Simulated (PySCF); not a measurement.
C4H7Al.
SMILES: `CC#[C][AlH][CH3]`

A linear-response calculation (PySCF, def2-SVPD basis, gas phase, vertical, core orbitals frozen in the response) gave these numbers; the functional is withheld.

Orbital energies (eV): HOMO-3 -9.13, HOMO-2 -8.23, HOMO-1 -7.65, HOMO -7.34, LUMO -1.24, LUMO+1 0.22, LUMO+2 0.58.

| state | E (eV) | f | main configurations (H = HOMO, L = LUMO) |
| --- | --- | --- | --- |
| S1 | 4.61 | 0.0006 | H→L (98%) |
| S2 | 5.32 | 0.069 | H-1→L (85%) |
| S3 | 5.52 | 0.0007 | H-2→L (97%) |
| S4 | 6.26 | 0.0008 | H-1→L+2 (50%), H-1→L+1 (34%), H-1→L+3 (10%) |
| S5 | 6.44 | 0.015 | H-3→L (98%) |
| S6 | 6.62 | 0.103 | H→L+1 (86%), H→L+2 (9%) |

Triplets (Tamm–Dancoff): T1 4.26 eV, H-1→L (83%), H-1→L+4 (10%); T2 4.35 eV, H→L (92%); T3 5.09 eV, H→L+2 (44%), H→L+1 (21%), H→L+3 (11%); T4 5.11 eV, H-2→L (88%).

Vertical ionisation energy by ΔSCF with the same functional: 9.23 eV. Mean static polarisability: 77.8 au.

**Question.** Which of these was used?
A. wB97X-D
B. HF
C. PBE0
D. PBE

**Answer.** C. PBE0 is a global hybrid with 25% exact exchange. In this run −ε(HOMO) = 7.34 eV differs from the ΔSCF value by -1.89 eV, and S1 differs from the orbital gap of 6.10 eV by -1.49 eV. The ratio −ε(HOMO)/IP is 0.80. Usual ranges for neutral molecules in this basis: 0.7 to 0.83 with PBE0, 0.5 to 0.7 with PBE, 0.89 to 0.99 with wB97X-D; Hartree–Fock can't fall below 1, since the ion's relaxation only lowers the ΔSCF value.

Method used: TDDFT PBE0/def2-SVPD, vertical, gas phase, core orbitals frozen in the response in PySCF. Isolated species at its PBE0-D3(BJ)/def2-SVP geometry, gas phase.
